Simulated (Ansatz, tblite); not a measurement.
Cost and result up the ladder for Hg2TeCl2 (the lowest singlet isomer of a short search) (5 atoms). Total charge 0; singlet. Geometry: r2SCAN-D4/def2-SVP.

Cartesian coordinates in Å:
```
Hg -1.282 -0.685 -1.187
Hg 1.060 0.298 1.520
Te -0.847 -1.501 1.278
Cl 2.752 1.875 1.755
Cl -1.683 0.014 -3.367
```

Ansatz on 4 threads of Intel Xeon 6975P-C on a shared host; xTB runs through tblite on one thread. Times are rough, summed over both states, and most runs start from the orbitals of an earlier one. PBE0-D4/def2-TZVP serves as the yardstick here, not as an exact answer. The other state is a triplet.

In the def2 sets Hg, Te take a core potential; there is no spin–orbit coupling. The xTB rows come from tblite. HOMO above LUMO, or a gap near zero within one spin, warns that the state may not be the lowest or that an electron is smeared out. The structure comes from a short search, and lower isomers may exist.

xTB has no spin-polarisation term.

```tsv
level	functions	wall time
GFN1-xTB	35	0.008 s
GFN2-xTB	35	0.013 s
PBE-D4/def2-TZVP (with forces)	210	4 s
PBE0-D4/def2-TZVP	210	8.4 s
r2SCAN-D4/def2-TZVP	210	8.7 s
```

(1) Estimate what each level gives for the vertical triplet (eV).

Results:

(1) 
| level | vertical triplet (eV) | difference from PBE0-D4/def2-TZVP (eV) | remarks |
| --- | --- | --- | --- |
| GFN1-xTB | 4.49 | 1.39 | – |
| GFN2-xTB | 3.53 | 0.43 | – |
| PBE-D4/def2-TZVP (with forces) | 2.85 | -0.25 | gap within one spin near zero (triplet) |
| PBE0-D4/def2-TZVP | 3.10 | 0.00 | – |
| r2SCAN-D4/def2-TZVP | 2.95 | -0.16 | – |
